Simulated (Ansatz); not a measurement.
This geometry of F3HOZr + H2 (8 atoms, charge 0, multiplicity 1) is a first-order saddle point.

Computed with RKS B3LYP/def2-SVP in Ansatz 0.2.0.

```xyz
8
Properties=species:S:1:pos:R:3
Zr 0.104 -0.307 -0.055
O -0.482 -0.589 2.000
H -0.602 0.033 2.731
F 1.652 0.039 -1.117
F -0.580 1.477 0.018
F -1.013 -1.490 -1.039
H 1.374 -1.352 1.178
H 0.606 -1.079 1.861
```

Question: Which two structures does it join? (They come from a converged band through this point; their orientation in space is the band's.)

Answer: Bonds broken: H7–H8. Bonds formed: Zr1–H7, O2–H8. F3HOZr + H2 becomes F3H3OZr.

Initial state:

```xyz
8
Properties=species:S:1:pos:R:3
Zr -0.204 0.201 -0.003
O -0.452 0.187 1.894
H -0.575 0.197 2.845
F 1.650 0.383 -0.448
F -1.138 1.700 -0.737
F -0.917 -1.390 -0.795
H 1.522 -2.446 1.121
H 1.172 -2.100 1.702
```

Final state:

```xyz
8
Properties=species:S:1:pos:R:3
Zr 0.354 -0.267 -0.169
O -0.521 -0.743 1.979
H -0.713 0.056 2.493
F 1.364 0.254 -1.702
F -0.185 1.443 0.550
F -0.940 -1.503 -0.844
H 1.755 -1.148 0.708
H -0.056 -1.360 2.562
```

Question: How far does it lie above each of them?

Answer: 131.8 kJ/mol above the first and 45.2 kJ/mol above the second. This is the barrier of this one path; another mechanism may lie lower. The orbitals stay closed-shell, which can raise the energy where a bond breaks towards radicals; this wasn't checked here.

Time of the run: 8.6 min on 2 threads of Arm Neoverse V1, on a shared host, peak memory 0.22 GiB.
